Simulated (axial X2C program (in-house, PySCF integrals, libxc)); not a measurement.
## TcI: properties at the nuclei

Calculated with an axial X2C code built on PySCF integrals: two-component X2C with atomic mean-field Coulomb and Gaunt terms, Gaussian nuclei, basis I dyall-cv3z, Tc dyall-cv3z with contracted cores.

R = 2.693 Å (near the PBE0 minimum at charge 0 of the determinant lowest at the starting distance; the state shown can have its own minimum elsewhere).

Input and command:
```json
{"zs": [53, 43], "q": 0, "bas": ["dyall-cv3z", "dyall-cv3z"], "r0": 2.61, "levels": ["PBE0", "HF", "r2SCAN", "PBE", "PBE50"], "nst": 3}
```
```bash
python soeom.py task.json out
```

Keys: zs atomic numbers; q charge; bas basis sets; r0 starting distance in Å; levels methods; nst determinants followed.

Determinant lowest in the PBE0 search, Ω = 3 (⟨Sz⟩ = 2.99, ⟨Lz⟩ = 0.01 at PBE0), spin on the atoms I 0.15, Tc 2.85:

```csv
level,Eeff magnitude (GV/cm),Ws magnitude I (kHz),Ws magnitude Tc (kHz),A∥/gI I (MHz),qzz I (a.u.),A∥/gI Tc (MHz),qzz Tc (a.u.),μ (D)
PBE0,7.99,0.795,0.794,61.8,2.01,682,-2.72,2.22
HF,6.96,0.434,0.907,36.3,1.89,437,-3.15,3.14
r2SCAN,8.77,0.944,0.813,75.6,1.77,733,-2.73,2.06
PBE,7.68,0.899,0.637,74.2,1.77,700,-2.58,1.57
PBE50,8.16,0.721,0.884,58,2.23,633,-2.84,2.73
```

Eeff is the effective electric field on the electron electric dipole moment in this Ω state and Ws the scalar–pseudoscalar constant of the nucleus named (defined with the proton number Z and per Ω); A∥ (defined per Ω) follows by multiplying with gI = μI/(I μN); qzz is the electric field gradient, eQq0 = 234.96 MHz × Q/barn × qzz; μ is positive if the Tc end (last atom) is positive. The operators were transformed with the bare-nucleus X2C matrices; with these basis sets, hyperfine constants and field gradients can be off by tens of per cent, and where levels differ in sign neither size nor sign is settled.

Task: With Q(127I) = -0.68822 barn (Q from Pyykkö, Mol. Phys. 2018), turn the PBE0 values of the first state into constants in MHz.

Result: eQq0(127I) = 234.96 × (-0.68822) × (2.01) = -325 MHz.

Each state is one determinant with collinear spin, which with several unpaired electrons need not be a pure state. Unrestricted Hartree–Fock can overshoot spin polarisation at the nuclei. This is the top spin component of a Σ state; components of lower Ω are not single determinants and can lie lower. With several open shells hyperfine constants can be off by a factor of several. Open-shell Ω = 0 determinants with evenly filled partner blocks cannot be reached by this program, so the Ω shown need not be the lowest component. States lie within half an eV, so the first need not be the ground state. Further determinants of the search, some of them spin-mixed, are not shown. Where a field gradient or hyperfine factor spreads by more than a factor of two over the levels, a constant derived from it is not to be relied on.
